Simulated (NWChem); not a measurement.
**Correlation energy of GeSe**

```
Ge
Se 1 2.1689
```
Charge 0, spin multiplicity 1.

Everything below was run with NWChem. Structure: optimised with PBE/def2-SVP, a minimum by its harmonic frequencies.

Basis set: 6-311G**. Each correlation energy counts from its own Hartree-Fock reference.

The Hamiltonian is non-relativistic. The correlated methods keep 18 core orbitals frozen. The Pople sets run with spherical d functions. The structure started from a generated list of species. Coupled-cluster values serve here as a point of comparison, not as the truth.

| method | correlation energy (mHa) |
|---|---|
| CCSD(T) | -500.4 |
| CR-CCSD[T] | -497.4 |
| MP2 | ? |
| SCS-MP2 | ? |
| CR-CCSD(T) | -495.5 |
| CCSD+T(CCSD) | -502.9 |
| CCSD | -480.9 |

**Question.** Complete the blanks.

**Answer.** 
- MP2, correlation energy (mHa): -488.0
- SCS-MP2, correlation energy (mHa): -446.2
